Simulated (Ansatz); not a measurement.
CH3GaO (`O=[CH][GaH2]`). The species carries charge 0 and has multiplicity 1.

```xyz
6

O     0.482   -1.292   -1.210
C    -0.403   -0.573   -0.804
Ga    0.218    0.577    0.728
H    -1.405   -0.622   -1.291
H     0.937    1.929    0.401
H     0.170   -0.019    2.175
```

Q: What are the harmonic wavenumbers in cm⁻¹ at PBE0-D4/def2-TZVP (Ansatz, finite differences of forces, unscaled)? (An estimate is asked.)

A: The calculation gave: 127, 129, 383, 513, 639, 738, 837, 1377, 1739, 1977, 1985, 2826.

Q: Is this a minimum?

A: Yes, all 12 modes are real.

Q: Give the ideal-gas thermochemistry at 298.15 K and 1 bar (rigid rotor, harmonic oscillator; point group Cs, symmetry number 1).

A: Zero-point energy 79.4 kJ/mol; H(298) − E = 95.1 kJ/mol; entropy 301.2 J/(mol·K), of which translation 166.4, rotation 99.5, vibration 35.4; G(298) − E = 5.3 kJ/mol.

Q: And at 400, 500, 600, 800 and 1000 K?

A: 
```csv
T (K),H − E (kJ/mol),S (J/mol/K),G − E (kJ/mol)
400,102.8,323.4,-26.5
500,111.2,342.1,-59.8
600,120.3,358.6,-94.9
800,140.1,387.1,-169.5
1000,161.6,411.1,-249.4
```

Q: Rotational constants (cm⁻¹)?

A: 1.318, 0.1345, 0.1292.
